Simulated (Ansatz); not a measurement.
`F[Si@@H]1[Se][Si@@H]1F` + H₂ → `F[SiH]1[SiH2][Se]1` + H–F  (hydrogenolysis of the Si–F bond)

Program: Ansatz. Geometries: PBE0-D4/def2-TZVP. ΔE: electronic, gas phase. CCSD(T)/CBS adds triple-zeta CCSD(T) − MP2 to the extrapolated MP2 energy (def2 sets, frozen cores). This one scheme is used for every species. Functionals use def2-TZVPP. For Se outer-core shells are correlated without core-valence functions, which leaves a few kJ/mol of doubt a bond. Scalar relativity is left out up to krypton.

`F[Si@@H]1[Se][Si@@H]1F`:

Cartesian coordinates in Å:
```
F -2.191 -0.845 0.251
Si -0.831 -0.553 -0.528
Se 1.050 -1.506 0.339
Si 0.750 0.754 0.380
F 0.536 1.409 1.818
H -1.095 -0.818 -1.957
H 1.782 1.559 -0.303
```

H₂:

Cartesian coordinates in Å:
```
H -0.359 0.058 -0.082
H 0.359 -0.058 0.082
```

`F[SiH]1[SiH2][Se]1`:

Z-matrix (Å, degrees):
```
Si
Si 1 2.249
Se 1 2.260 2 61.8
F 1 1.596 2 121.1 3 105.9
H 1 1.476 2 126.6 3 -103.6
H 2 1.481 1 121.1 3 -101.7
H 2 1.482 1 123.6 3 101.1
```

H–F:

Z-matrix (Å, degrees):
```
F
H 1 0.920
```

```csv
level,ΔE (eV)
CAM-B3LYP,1.10
MP2/CBS(def2),1.09
```

(1) What does CCSD(T)/CBS give? (An estimate is asked.)

Largest T1 diagnostic among the species: 0.013.

## Answers

(1) Ansatz gave: +1.04 eV. The listed levels differ from it by 0.06, 0.05 eV.

At CCSD(T), def2-SVP lies −0.18 eV from the extrapolated value and def2-TZVPP −0.02 eV. Leaving LDA and LC-ωPBE aside and taking each functional with its dispersion term where it has one, the values, not all of them listed here, spread over 0.16 eV, from HSE06-D4 to BLYP-D4.
